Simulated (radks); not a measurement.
Initial-state core-level shifts of the arsenic ion As2+ when its valence configuration changes from [Ar] 3d10 4s2 4p1. All-electron calculation, Dirac Kohn-Sham, PBE, spin-unpolarised, spherical densities, finite nucleus; open shells fill j = l - 1/2 first; Fermi nuclear charge, rms radius 4.0968 fm. Program: a radial shooting solver on a logarithmic mesh with Libxc functionals. Shifts are changes of the shell-averaged eigenvalues in eV (positive: less bound); the change of the density at the nucleus, which sets a Mossbauer isomer shift, is in e/bohr^3, on a base of 3.557e+04.

| valence | 1s | 2p | 3s | 3p | density at nucleus |
|---|---|---|---|---|---|
| 3d10 4s1 4p2 | -1.582 | -1.529 | -1.575 | -1.567 | -25.752 |
| 3d10 4p3 | -3.267 | -3.145 | -3.237 | -3.220 | -52.657 |
| 3d9 4s2 4p2 | -13.717 | -15.007 | -12.278 | -12.035 | +13.830 |
| 3d8 4s1 4p4 | -29.949 | -32.641 | -26.499 | -26.007 | -3.657 |
| 3d8 4p5 | -31.419 | -34.069 | -27.948 | -27.446 | -37.188 |
| 3d8.5 4s2 4p2.5 | -20.974 | -22.966 | -18.610 | -18.246 | +21.214 |
| 3d9 4s1 4p3 | -15.340 | -16.572 | -13.873 | -13.620 | -15.322 |
| 3d7 4s1 4p5 | -45.382 | -49.696 | -39.398 | -38.682 | +9.165 |
| 3d7 4s2 4p4 | -43.973 | -48.320 | -38.011 | -37.304 | +45.203 |
